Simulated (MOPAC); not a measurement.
A run for MOPAC: PM6 on H10Si3 (a complex), monomers drawn apart or pushed together.

```
PM6 1SCF PRECISE CHARGE=0 THREADS=1
H10Si3

Si    -0.09559862 1     0.11065983 1    -0.15922207 1
H     -0.20768845 1    -1.14787797 1     0.61127498 1
H     -1.44791547 1     0.59387152 1    -0.51598119 1
H      0.68626272 1    -0.13495584 1    -1.39233219 1
H      0.59194405 1     1.12906298 1     0.66522949 1
Si     0.89219020 1    -0.86901652 1     3.48730003 1
Si    -0.79457576 1     0.75986596 1     3.46542185 1
H      0.30438953 1    -2.21822457 1     3.30591053 1
H      1.60142020 1    -0.83246481 1     4.79002034 1
H      1.87795760 1    -0.62902934 1     2.40747248 1
H     -1.63968902 1     0.63462248 1     2.25369191 1
H     -0.20170164 1     2.11871233 1     3.48921938 1
H     -1.66361299 1     0.59974338 1     4.65712683 1
```

The log:

```
*******************************************************************************
 **                                                                           **
 **                              MOPAC v23.2.5                                **
 **                                                                           **
 *******************************************************************************
 ** MOPAC's Digital Object Identifier: https://doi.org/10.5281/zenodo.6511958 **
 **                                                                           **
 ** Please cite the open-source release paper for use of this MOPAC version:  **
 ** J. E. Moussa and J. J. P. Stewart (2026)                                  **
 ** MOPAC: An open-source semiempirical molecular orbital program             **
 ** J. Open Source Softw., 11(119), 8025, https://doi.org/10.21105/joss.08025 **
 *******************************************************************************

                              PM6 CALCULATION RESULTS

 *******************************************************************************
 *  PM6        - The PM6 Hamiltonian to be used
 *
 *
 *
 *                 CHARGE ON SYSTEM = 0
 *
 *
 *
 *  PRECISE    - TIGHTER CRITERIA TO BE USED
 *  1SCF       - DO 1 SCF AND THEN STOP
 *  THREADS=1  - MULTI-THREADING NOT USED
 *  T=         - A TIME OF 172800.0 SECONDS REQUESTED
 *  DUMP=N     - RESTART FILE WRITTEN EVERY 7200.0 SECONDS REQUESTED
 *******************************************************************************
PM6 1SCF PRECISE CHARGE=0 THREADS=1
 H10Si3

   ATOM   CHEMICAL          X               Y               Z
  NUMBER   SYMBOL      (ANGSTROMS)     (ANGSTROMS)     (ANGSTROMS)

     1      Si         -0.09559862  *   0.11065983  *  -0.15922207  *
     2       H         -0.20768845  *  -1.14787797  *   0.61127498  *
     3       H         -1.44791547  *   0.59387152  *  -0.51598119  *
     4       H          0.68626272  *  -0.13495584  *  -1.39233219  *
     5       H          0.59194405  *   1.12906298  *   0.66522949  *
     6      Si          0.89219020  *  -0.86901652  *   3.48730003  *
     7      Si         -0.79457576  *   0.75986596  *   3.46542185  *
     8       H          0.30438953  *  -2.21822457  *   3.30591053  *
     9       H          1.60142020  *  -0.83246481  *   4.79002034  *
    10       H          1.87795760  *  -0.62902934  *   2.40747248  *
    11       H         -1.63968902  *   0.63462248  *   2.25369191  *
    12       H         -0.20170164  *   2.11871233  *   3.48921938  *
    13       H         -1.66361299  *   0.59974338  *   4.65712683  *



          CARTESIAN COORDINATES

    NO.       ATOM           X           Y           Z

     1        Si         -0.0956      0.1107     -0.1592
     2         H         -0.2077     -1.1479      0.6113
     3         H         -1.4479      0.5939     -0.5160
     4         H          0.6863     -0.1350     -1.3923
     5         H          0.5919      1.1291      0.6652
     6        Si          0.8922     -0.8690      3.4873
     7        Si         -0.7946      0.7599      3.4654
     8         H          0.3044     -2.2182      3.3059
     9         H          1.6014     -0.8325      4.7900
    10         H          1.8780     -0.6290      2.4075
    11         H         -1.6397      0.6346      2.2537
    12         H         -0.2017      2.1187      3.4892
    13         H         -1.6636      0.5997      4.6571

 General Reference for PM6:
 "Optimization of Parameters for Semiempirical Methods V: Modification of NDDO Approximations
 and Application to 70 Elements", J. J. P. Stewart, J. Mol. Mod., 13, 1173-1213 (2007)
 URL: https://link.springer.com/article/10.1007/s00894-007-0233-4

           Empirical Formula: H10 Si3  =    13 atoms



      MOLECULAR POINT GROUP   :   C1


      RHF CALCULATION, NO. OF DOUBLY OCCUPIED LEVELS = 11


 -------------------------------------------------------------------------------
 PM6 1SCF PRECISE CHARGE=0 THREADS=1
 H10Si3



     1SCF WAS SPECIFIED, SO BFGS WAS NOT USED
     SCF FIELD WAS ACHIEVED


                              PM6 CALCULATION
                                                       MOPAC v23.2.5 Linux




          FINAL HEAT OF FORMATION =         27.72616 KCAL/MOL =     116.00625 KJ/MOL


          COSMO AREA              =        166.14 SQUARE ANGSTROMS
          COSMO VOLUME            =        171.24 CUBIC ANGSTROMS

          IONIZATION POTENTIAL    =          9.103255 EV
          HOMO LUMO ENERGIES (EV) =         -9.103 -0.348
          NO. OF FILLED LEVELS    =         11
          MOLECULAR WEIGHT        =         94.3355         POINT GROUP:  C1

          MOLECULAR DIMENSIONS (Angstroms)

            Atom       Atom       Distance
            H    13    H     4     6.53128
            H     9    H     3     5.11007
            H     8    H    12     3.83342


          SCF CALCULATIONS        =          1





   ATOM   CHEMICAL          X               Y               Z
  NUMBER   SYMBOL      (ANGSTROMS)     (ANGSTROMS)     (ANGSTROMS)

     1      Si         -0.09559862  *   0.11065983  *  -0.15922207  *
     2       H         -0.20768845  *  -1.14787797  *   0.61127498  *
     3       H         -1.44791547  *   0.59387152  *  -0.51598119  *
     4       H          0.68626272  *  -0.13495584  *  -1.39233219  *
     5       H          0.59194405  *   1.12906298  *   0.66522949  *
     6      Si          0.89219020  *  -0.86901652  *   3.48730003  *
     7      Si         -0.79457576  *   0.75986596  *   3.46542185  *
     8       H          0.30438953  *  -2.21822457  *   3.30591053  *
     9       H          1.60142020  *  -0.83246481  *   4.79002034  *
    10       H          1.87795760  *  -0.62902934  *   2.40747248  *
    11       H         -1.63968902  *   0.63462248  *   2.25369191  *
    12       H         -0.20170164  *   2.11871233  *   3.48921938  *
    13       H         -1.66361299  *   0.59974338  *   4.65712683  *

                             CARTESIAN COORDINATES

   1   Si       -0.095598620     0.110659830    -0.159222070
   2    H       -0.207688450    -1.147877970     0.611274980
   3    H       -1.447915470     0.593871520    -0.515981190
   4    H        0.686262720    -0.134955840    -1.392332190
   5    H        0.591944050     1.129062980     0.665229490
   6   Si        0.892190200    -0.869016520     3.487300030
   7   Si       -0.794575760     0.759865960     3.465421850
   8    H        0.304389530    -2.218224570     3.305910530
   9    H        1.601420200    -0.832464810     4.790020340
  10    H        1.877957600    -0.629029340     2.407472480
  11    H       -1.639689020     0.634622480     2.253691910
  12    H       -0.201701640     2.118712330     3.489219380
  13    H       -1.663612990     0.599743380     4.657126830


           Empirical Formula: H10 Si3  =    13 atoms



      MOLECULAR POINT GROUP   :   C1


                  EIGENVALUES
 -20.88135 -19.38300 -18.25545 -12.82409 -12.58150 -12.04816 -11.65958 -11.49848
 -11.28413 -11.21891  -9.10326  -0.34766  -0.00681   0.00255   0.67163   0.78746
   0.79377   0.85336   0.98392   1.04853   1.50864   1.52295   1.54461   1.55337
   1.95986   2.22045   2.22250   2.90780   3.42642   3.68951   4.35980   4.38751
   4.39288   4.45462   4.52621   4.57322   4.64347


              NET ATOMIC CHARGES AND DIPOLE CONTRIBUTIONS

  ATOM NO.   TYPE          CHARGE      No. of ELECS.   s-Pop       p-Pop       d-Pop
    1         Si           0.097909        3.9021     1.23491     2.15225     0.51493
    2          H          -0.024674        1.0247     1.02467
    3          H          -0.024094        1.0241     1.02409
    4          H          -0.024531        1.0245     1.02453
    5          H          -0.024562        1.0246     1.02456
    6         Si           0.049274        3.9507     1.25531     2.26989     0.42553
    7         Si           0.051348        3.9487     1.25520     2.27001     0.42344
    8          H          -0.016402        1.0164     1.01640
    9          H          -0.017064        1.0171     1.01706
   10          H          -0.017183        1.0172     1.01718
   11          H          -0.017264        1.0173     1.01726
   12          H          -0.016273        1.0163     1.01627
   13          H          -0.016485        1.0165     1.01648
 DIPOLE           X         Y         Z       TOTAL
 POINT-CHG.    -0.015     0.013    -0.002     0.020
 HYBRID        -0.010     0.003    -0.045     0.046
 SUM           -0.025     0.016    -0.047     0.056


          ATOMIC ORBITAL ELECTRON POPULATIONS

     Atom    s        px        py        pz      x^2-y^2     xz        z^2       yz        xy
    1 Si   1.23491   0.71959   0.71398   0.71868   0.11234   0.12228   0.06292   0.13968   0.07770
    2  H   1.02467
    3  H   1.02409
    4  H   1.02453
    5  H   1.02456
    6 Si   1.25531   0.76166   0.76105   0.74719   0.05852   0.14752   0.10736   0.01066   0.10147
    7 Si   1.25520   0.76281   0.76333   0.74387   0.05822   0.15533   0.10289   0.00596   0.10104
    8  H   1.01640
    9  H   1.01706
   10  H   1.01718
   11  H   1.01726
   12  H   1.01627
   13  H   1.01648

 **********************
 *                    *
 * JOB ENDED NORMALLY *
 *                    *
 **********************




 == MOPAC DONE ==
```

The run finished.

Cost: roughly 0.04 core-seconds.
